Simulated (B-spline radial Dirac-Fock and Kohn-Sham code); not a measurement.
**Binding energies of Cd³⁺**

System: cadmium as Cd³⁺, configuration [Kr] 4d9; nuclear rms radius 4.6087 fm (A = 114).

The computed values come from a B-spline atomic structure program: Dirac-Fock energy differences between relaxed states, corrected for Breit and QED terms. No correlation. Energies are counted from the vacuum level. Subshells whose hole state is unreliable or did not converge are left out.

All terms are in eV, carry their sign (relaxation lowers the binding energy) and add up to the binding energy; ⟨r⟩ is the mean radius of the orbital in the initial state.

```tsv
subshell	−ε (Koopmans)	relaxation	Breit	self-energy	vacuum polarisation	binding energy	⟨r⟩ (bohr)
K (1s)	26903.5	-62.48	-55.79	-32.34	4.14	26757.0	0.030
L1 (2s)	4112.4	-32.70	-5.04	-3.90	0.46	4071.3	0.131
L2 (2p1/2)	3819.1	-35.98	-8.56	0.30	-0.02	3774.8	0.111
L3 (2p3/2)	3625.7	-34.93	-5.65	-0.07	-0.03	3585.0	0.116
M1 (3s)	833.8	-12.95	-0.69	-0.77	0.09	819.5	0.356
M2 (3p1/2)	715.1	-13.36	-1.25	0.05	0.00	700.5	0.348
M3 (3p3/2)	679.4	-12.93	-0.72	-0.01	-0.01	665.8	0.359
M4 (3d3/2)	471.4	-14.16	-0.34	0.07	-0.01	456.9	0.332
N1 (4s)	164.2	-3.15	-0.10	-0.14	0.02	160.8	0.882
N2 (4p1/2)	123.8	-2.80	-0.18	0.01	0.00	120.9	0.939
N3 (4p3/2)	117.7	-2.61	-0.09	0.00	0.00	115.0	0.966
N4,5 (4d)	54.08	-1.73	0.01	0.01	0.00	52.36	1.196
```

For the deepest level, K (1s), the Breit terms make up -0.209 % of the binding energy, QED -0.105 % and orbital relaxation -0.233 %.

Spin-orbit splittings: 2p 189.8 eV, 3p 34.73 eV, 4p 5.90 eV.

Going to the tabulated ground configuration of the next ion removes an electron from N4,5 (4d), computed at 52.36 eV. NIST lists 51 ± 1.7 eV as the ionisation energy of this species (theoretical), -1.36 eV from the computed value, within the stated uncertainty.
